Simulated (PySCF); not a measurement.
# UHF on Ag³⁺ (silver, charge +3)

Configuration: [Kr] 4d8, high-spin 3F determinant. Computed with PySCF 2.14 in x2c-TZVPPall with one added diffuse shell each of s, p, d, f type (9s7p7d3f1g, 95 functions), with the spin-free X2C one-electron Hamiltonian (Gaussian nucleus).

```
Total energy                        : -5310.643202 hartree
One-electron energy                 : -7263.6849 hartree
Hartree (Coulomb) energy            : 2100.2586 hartree
Exchange energy                     : -147.2169 hartree
⟨S²⟩                                : 2.0034
⟨L²⟩                                : 12.044
Sum of ⟨r⟩                          : 25.11 bohr
Sum of ⟨r²⟩                         : 25.90 bohr²
Langevin diamagnetic susceptibility : -20.5 ×10⁻⁶ cm³/mol
```

| shell | electrons | mean orbital energy (hartree) | spread (hartree) | rms radius, mean of both spins (bohr) |
| --- | --- | --- | --- | --- |
| 1s α | 1 | -943.88210 | 0 | 0.0357 |
| 1s β | 1 | -943.88206 | 0 | 0.0357 |
| 2s α | 1 | -143.39666 | 0 | 0.146 |
| 2s β | 1 | -143.36830 | 0 | 0.146 |
| 2p α | 3 | -128.58253 | 0 | 0.130 |
| 2p β | 3 | -128.55423 | 0 | 0.130 |
| 3s α | 1 | -28.84246 | 0 | 0.392 |
| 3s β | 1 | -28.82820 | 0 | 0.392 |
| 3p α | 3 | -23.84789 | 0 | 0.394 |
| 3p β | 3 | -23.83036 | 0 | 0.394 |
| 3d α | 5 | -15.96358 | 0.01421 | 0.376 |
| 3d β | 5 | -15.92460 | 0.05357 | 0.376 |
| 4s α | 1 | -5.77090 | 0 | 0.970 |
| 4s β | 1 | -5.61880 | 0 | 0.970 |
| 4p α | 3 | -4.23751 | 0 | 1.06 |
| 4p β | 3 | -4.04801 | 0 | 1.06 |
| 4d α | 5 | -1.93523 | 0.04869 | 1.35 |
| 4d β | 3 | -1.86440 | 0 | 1.35 |

Densities and radii are taken from the X2C orbitals without a picture-change correction, which distorts them close to the nucleus.

Spin-orbit constants ζ (cm⁻¹) from the X2C one-electron operator on these orbitals: bare nucleus, nucleus screened by l(l+1)(2l+1)/3 electrons, and screened by the Breit-Pauli mean field of the electrons.

```csv
shell,bare,screened nucleus,mean field
2p,944000,903800,n/a
3p,168900,161700,n/a
3d,24900,19600,n/a
4p,26520,25390,n/a
4d,2630,2071,n/a
```

To first order the Landé constant is A = -1035 cm⁻¹, so the lowest level has J = 4 and lies 0.385 eV below the centre of the term. This holds in LS coupling only.
